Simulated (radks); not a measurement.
Values are calculated unless marked as measured or tabulated.
Q: Level of theory: scalar-relativistic Kohn-Sham, LDA (Slater exchange, Perdew-Wang correlation), spin-unpolarised, spherical densities, finite nucleus; Fermi nuclear charge, rms radius of each element as measured or else 0.836 A^(1/3) + 0.57 fm (a radial shooting solver on a logarithmic mesh with Libxc functionals). Response by self-consistent Sternheimer equations with the Hartree and adiabatic LDA kernel, the relativistic mass of each level held fixed and spin-orbit coupling left out. Estimate the static dipole polarisabilities of Rb7+ ([Ar] 3d10 4s2) and Sr8+ ([Ar] 3d10 4s2) and the C6 coefficients of the three pairs.

A: alpha = 2.077 and 1.670 bohr^3; C6 = 3.490 (Rb7+-Rb7+), 2.944 (Rb7+-Sr8+), 2.487 (Sr8+-Sr8+) hartree bohr^6.
